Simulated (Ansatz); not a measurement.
The first iterations of a band of BCl3 + H2S (7 atoms, charge 0, multiplicity 1).

These are results of RKS PBE-D4/def2-SVP (Ansatz), not measurements.

```json
{"movable images": "5", "climbing image": "yes", "spring": "5.0 eV/Å²", "optimiser": "quadratic models (default)", "start path": "through a guess of the saddle point", "force threshold": "0.05 eV/Å", "iteration limit": "60", "end points": "relaxed"}
```

First end point:

```xyz
7
Properties=species:S:1:pos:R:3
B 0.047 0.378 -0.008
Cl -0.058 0.729 1.715
Cl 1.585 0.494 -0.835
Cl -1.432 0.102 -0.921
S 0.323 -2.853 0.662
H -0.972 -2.822 0.242
H -0.011 -2.278 1.848
```

Last end point:

```xyz
7
Properties=species:S:1:pos:R:3
B 0.113 -0.649 -0.615
Cl -0.163 0.043 2.896
Cl 1.574 0.292 -0.851
Cl -1.454 -0.014 -1.085
S 0.311 -2.305 0.110
H -1.014 -2.625 0.107
H 0.114 -0.990 2.141
```

| iteration | highest image above the first end (eV) | largest band force component (eV/Å) |
| --- | --- | --- |
| 1 | 3.588 | 6.243 |
| 2 | 1.643 | 2.817 |
| 3 | 0.898 | 1.785 |
| 4 | 0.766 | 0.843 |
| 5 | 0.682 | 0.533 |

Task: Does the band converge within its limit, and where does its top end?

Result: It converged. It ended after 17 iterations with the highest image 0.642 eV above the first end. A vibrational analysis at the climbing image gives one clearly imaginary mode, 526i cm⁻¹: a first-order saddle point. The orbitals stay closed-shell, which can raise the energy where a bond breaks towards radicals; this wasn't checked here.

Run time: 3.7 min on 2 threads of Intel(R) Xeon(R) Platinum 8259CL CPU @ 2.50GHz (Skylake/Cascade Lake) (shared host), peak memory 0.17 GiB.
